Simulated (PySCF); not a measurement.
# Dipole moment and polarisability of `CC/C(=C/C#N)C(=O)O`

Compound: C6H7NO2.
Cartesian coordinates in Å at the GFN2-xTB level; atoms count from 1:
```
atom  x, y, z in Å
C1    -2.0257   -0.4901   -0.2902
C2    -1.2061   -0.0242    0.9167
C3     0.2156    0.2201    0.5232
C4     0.7271    1.4486    0.3613
C5     2.0596    1.7428    0.0182
N6     3.1321    2.0582   -0.2384
C7     1.0418   -1.0068    0.3412
O8     0.8062   -2.0586    0.8790
O9     2.0757   -0.8270   -0.4828
H10   -3.0564   -0.6637    0.0071
H11   -2.0125    0.2630   -1.0752
H12   -1.6199   -1.4168   -0.6883
H13   -1.2202   -0.8099    1.6747
H14   -1.6438    0.8843    1.3325
H15    0.1072    2.3227    0.5245
H16    2.6114   -1.6337   -0.5472
```

Level: CAM-B3LYP/def2-SVPD (PySCF), static field, nuclei fixed, core orbitals frozen in the response. The polarisability tensor in these axes (au):

```
x   98.79 16.85 -8.56
y   16.85 93.21 -4.89
z   -8.56 -4.89 61.75
```

**Question.** Give the principal values, the mean and the anisotropy Δα = √{½[(α1 − α2)² + (α2 − α3)² + (α1 − α3)²]}.

**Answer.** Principal values 59.81, 79.08 and 114.86 au; mean 84.58 au = 12.53 Å³ = 13.95 × 10⁻⁴⁰ C²·m²/J; Δα = 48.38 au (57 % of the mean).

**Question.** What is the dipole moment, and where does it point?

**Answer.** (-3.34, -0.30, -0.03) D, 3.35 D in size, pointing from the negative to the positive side. Measured along this direction, the outermost atoms are N6 at the negative end and H10 at the positive end.

**Question.** Sum over states: ᾱ = Σ f/ω², ω in Eh. What share falls to these 8 lowest TDDFT singlets (eV, f)? 4.91, 0.0026; 5.52, 0.3747; 5.84, 0.0126; 6.95, 0.0346; 7.10, 0.0119; 7.17, 0.0032; 7.29, 0.0036; 7.55, 0.0195.

**Answer.** They add up to 10.51 au, 12.4 % of the 84.58 au; the largest single term is 9.10 au, from the state at 5.52 eV. Terms in order: 0.08, 9.10, 0.27, 0.53, 0.17, 0.05, 0.05, 0.25 au. Higher excitations give the rest. The strengths listed sum to 0.463.

**Question.** How large is μ²/3kT at 298 K beside α?

**Answer.** In Gaussian units μ²/3kT = 90.96 Å³ against 12.53 Å³, a ratio of 7.26; the Debye molar polarisation (4π/3)N_A(α + μ²/3kT) is 261.1 cm³/mol, leaving out the vibrational part.

**Question.** What are the principal values of the traceless quadrupole moment, Θ = ½Σq(3rr − r²1), about the centre of nuclear charge?

**Answer.** -20.22, 2.56, 17.66 D·Å. The values depend on the origin, since the dipole doesn't vanish. The electronic extent ⟨r²⟩ about the same centre is 1256 bohr², a root-mean-square distance of 2.31 Å for the 66 electrons.

**Question.** Find the Langevin capture rate constant for H3+ (3.023 u) meeting this molecule (125.048 u), k = 2.342 × 10⁻⁹ cm³/s × √(α in Å³ / reduced mass in u).

**Answer.** The reduced mass is 2.95 u, so k = 4.83 × 10⁻⁹ cm³/s. The formula leaves out the permanent dipole, which adds to the capture rate.

**Question.** Give the principal axes and the span of the nuclei along them.

**Answer.** Largest value along (0.76, 0.63, -0.18), where the nuclei span 6.44 Å; middle along (-0.62, 0.78, 0.09), 4.78 Å; least along (0.20, 0.04, 0.98), 2.80 Å. The response follows the extents in order.

One conformer (not necessarily the lowest) at the GFN2-xTB geometry, without solvent, vibrations or thermal averaging.

The run behind these numbers computed excited states as well. Time: 2.0 min. Hardware: one thread of an Arm Neoverse N1, shared host.
